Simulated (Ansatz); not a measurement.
Start from `C[O][Y]([Cl])[O]C` and change one atom or group to get `C[O][Y]([CH3])[O]C`.

Ansatz, PBE0-D4/def2-TZVP geometries, multiplicity 1. Each molecule was computed in one conformer, which needn't be the lowest.

Elements past krypton have def2 core potentials.

```csv
property,`C[O][Y]([Cl])[O]C`
HOMO–LUMO gap (B3LYP/def2-TZVPP) / eV,5.31
HOMO energy (B3LYP/def2-TZVPP) / eV,-7.49
HOMO–LUMO gap (PBE0/def2-TZVPP) / eV,5.89
size of the dipole moment (B3LYP/def2-TZVPP) / D,3.33
LUMO energy (PBE/def2-TZVPP) / eV,-2.59
LUMO energy (ωB97M-V/def2-TZVPP) / eV,-0.54
```

Question: What does the change do to each property? (An estimate is asked.)

Answer: Ansatz gave: 
```json
{"property": "HOMO–LUMO gap (B3LYP/def2-TZVPP) / eV", "`C[O][Y]([CH3])[O]C`": "4.09", "shift": "-1.22"}
{"property": "HOMO energy (B3LYP/def2-TZVPP) / eV", "`C[O][Y]([CH3])[O]C`": "-5.96", "shift": "1.53"}
{"property": "HOMO–LUMO gap (PBE0/def2-TZVPP) / eV", "`C[O][Y]([CH3])[O]C`": "4.66", "shift": "-1.23"}
{"property": "size of the dipole moment (B3LYP/def2-TZVPP) / D", "`C[O][Y]([CH3])[O]C`": "2.47", "shift": "-0.86"}
{"property": "LUMO energy (PBE/def2-TZVPP) / eV", "`C[O][Y]([CH3])[O]C`": "-2.26", "shift": "0.33"}
{"property": "LUMO energy (ωB97M-V/def2-TZVPP) / eV", "`C[O][Y]([CH3])[O]C`": "-0.42", "shift": "0.12"}
```

With PBE0 the HOMO rises by 1.54 eV and the LUMO rises by 0.31 eV, so the gap narrows by about 1.23 eV. PBE moves the HOMO by 1.29 eV and ωB97M-V by 1.62 eV. Dipoles are sizes alone; their direction can turn.

B3LYP here is the variant with VWN-RPA as its local correlation; programs differ in this.
